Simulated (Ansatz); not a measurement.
Isomers of BH$_{9}$Si$_{3}$, relaxed with PBE0-D4/def2-TZVP in Ansatz; electronic energies, one conformer each and not always the lowest. Functionals use def2-TZVPP; CBS adds triple-zeta CCSD(T) − MP2 to the MP2 limit of def2-TZVPP and def2-QZVPP.

Order them by energy at frozen-core CCSD(T)/CBS, lowest first. (An estimate is asked.)
A. `[SiH3]B([SiH3])[SiH3]`
B. `[SiH3]B[SiH2][SiH3]`
C. `B[SiH2][SiH2][SiH3]`

C (0.0 kcal/mol), B (3.8 kcal/mol), A (6.9 kcal/mol).

How do HF/CBS(def2), ωB97M-V, PBE0-D4, B2PLYP place them (kcal/mol, against `B[SiH2][SiH2][SiH3]`)? (Estimate.)

Computed: 
| isomer | HF/CBS(def2) | ωB97M-V | PBE0-D4 | B2PLYP |
| --- | --- | --- | --- | --- |
| `[SiH3]B([SiH3])[SiH3]` | 6.3 | 6.3 | 7.9 | 7.0 |
| `[SiH3]B[SiH2][SiH3]` | 4.1 | 3.4 | 4.0 | 3.6 |
